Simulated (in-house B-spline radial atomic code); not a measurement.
# Solving the quasi-particle equation for 4p of Tc7+

Configuration [Ar] 3d10 4s2 4p6, start r2SCAN; correlation leaves out the 5 deepest shells. Computed with an all-electron radial atomic-structure program (B-spline basis): all electrons, scalar-relativistic (spin-free one-electron X2C), finite nucleus, each spin shell either full or empty, empty states to l = 9 with an (l + 1/2)⁻⁴ tail; G0W0 by contour deformation at full frequency.

At the mean-field level ε = -143.121 eV the matrix elements are Σx = -40.724 eV, v_xc = -32.134 eV and Σc(ε) = -1.191 eV, and the slope of the correlation self-energy is dΣc/dω = -0.0358. The quasi-particle energy solves E = ε + Σx − v_xc + Σc(E).

**Question.** What does the linearised equation give?

**Answer.** Z = 1/(1 − dΣc/dω) = 1/1.0358 = 0.9654. The first-order shift is Σx − v_xc + Σc(ε) = -40.724 − (-32.134) + (-1.191) = -9.781 eV, so E ≈ ε + Z × shift = -143.121 + 0.9654 × (-9.781) = -152.564 eV.

**Question.** How does that compare with the full solution and with static screening?

**Answer.** Solving the equation at full frequency dependence gives E = -152.555 eV, where Σc = -0.844 eV and the weight is 0.963; the linearised value is off by 9 meV. Leaving Z out would give -152.902 eV. Static COHSEX puts -4.148 eV in place of Σc and gives -155.859 eV, 3.30 eV deeper.
